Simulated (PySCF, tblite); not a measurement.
Isomers of C6H11OS (doublet state), one GFN2-xTB conformer each. Single-point energies are computed at B3LYP/pcH-1 (PySCF, gas phase, no added dispersion term), electronic only. GFN2-xTB treats the open shell by occupation alone, and not every SCF solution was tested for stability.

Question: Rank them by B3LYP/pcH-1 energy, lowest first (kcal/mol).
A. `[OH:1][CH:2][CH2:3]/[CH:4]=[CH:5]\[CH2:6][CH2:7][SH:8]` (doublet state) with H–O1–C2–C3 20°, O1–C2–C3–C4 76°, C2–C3–C4–C5 -98°, C4–C5–C6–C7 -107°, C5–C6–C7–S8 71°
B. `[CH3:1][CH:2][O:3][C@H:4]1[CH2:5][CH2:6][CH2:7][S:8]1` (doublet state) with C1–C2–O3–C4 162°, C2–O3–C4–C5 172°, O3–C4–C5–C6 144°, C4–C5–C6–C7 -45°, C5–C6–C7–S8 47°, C6–C7–S8–C4 -29°
C. `[O:1]=[CH:2][CH2:3][CH:4][CH2:5][CH2:6][CH2:7][SH:8]` (doublet state) with O1–C2–C3–C4 2°, C2–C3–C4–C5 -99°, C3–C4–C5–C6 79°, C4–C5–C6–C7 60°, C5–C6–C7–S8 59°

Answer: B (0.0), C (2.3), A (13.3).

As drawn, the highest has an O–H bond and an S–H bond, which the lowest lacks. Neighbours under 5.0 kcal/mol apart (C[CH]O[C@H]1CCCS1 and O=CC[CH]CCCS) can change places with a better method, another conformer or zero-point energy. GFN2-xTB itself gives, in the same order: 0.0, 24.2, 28.2. Both levels put the same isomer lowest; measured from each level's own lowest isomer, the values differ by up to 21.9 kcal/mol (O=CC[CH]CCCS: 24.2 against 2.3).

What happens when harmonic zero-point energies from GFN2-xTB frequencies are added?

```tsv
SMILES	ZPE (kcal/mol)	electronic (kcal/mol)	with ZPE (kcal/mol)
C[CH]O[C@H]1CCCS1	97.9	0.0	0.7
O=CC[CH]CCCS	94.9	2.3	0.0
O[CH]C/C=C\CCS	95.3	13.3	11.4
```

The zero-point energies span 3.0 kcal/mol. O=CC[CH]CCCS becomes the lowest.

As an exercise, what shares would exp(−E/RT) give at 1000 K from these electronic energies alone (no entropy, no degeneracies)?

RT = 1.987 kcal/mol: C[CH]O[C@H]1CCCS1 76.0 %, O=CC[CH]CCCS 23.9 %, O[CH]C/C=C\CCS 0.1 %.
